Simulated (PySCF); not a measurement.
# Identify the compound

An unknown has the formula CH₁₂OSi₅. Its calculated NMR data are:

¹H NMR (600 MHz, computed): δ 5.75 (m, 2H), 5.74 (m, 2H), 4.48 (m, 1H), 3.50 (m, 2H), 3.11 (m, 2H), 0.49 (d, 3H).

¹³C{¹H} NMR (computed): δ -4.3 (CH3).

[PySCF: coordinates at the GFN2-xTB level; NMR shieldings at PBE0/pcSseg-1/GIAO; one conformer; in vacuum; fast rotation and ring inversion assumed for equivalent nuclei; non-relativistic Hamiltonian]

Shifts are taken against calculated references (same method and geometry level): TMS for ¹H (31.72 ppm) and ¹³C (186.93 ppm).

**Question.** What is the structure?

**Answer.** 
1. The formula gives 1 degree of unsaturation (1 ring in the answer).
2. Carbon types of the structure: 1 × CH3, leaving 9 H on heteroatoms.
3. δC -4.3: methyl carbon bonded to Si; an electropositive neighbour leaves it electron-rich and shielded.
4. δH 5.75, 5.74: hydrogen on a silicon bonded to O, Si, in a 6-membered ring.
5. δH 4.48: hydrogen on a silicon bonded to C, 2 Si, in a 6-membered ring.
6. δH 3.50, 3.11: hydrogen on a silicon bonded to 2 Si, in a 6-membered ring.
7. δH 0.49: hydrogen on a methyl carbon bonded to Si; an electropositive neighbour shields it, as in TMS itself.

These data were computed for `C[SiH]1[SiH2][SiH2]O[SiH2][SiH2]1`.

The shifts were computed for this structure.

Shifts are as computed. Against solution values, carbons near 30 ppm lie about +3 ppm off and those near 130 ppm about +5 ppm. Of 1211 compounds with measured shifts, 218 miss one by over three times the rms of a fit or turn the order of signals round; such compounds aren't used in these exercises. Multiplicities follow the n + 1 count of equivalent neighbours, as no J values were calculated; m marks all less simple cases, F and P coupling included.
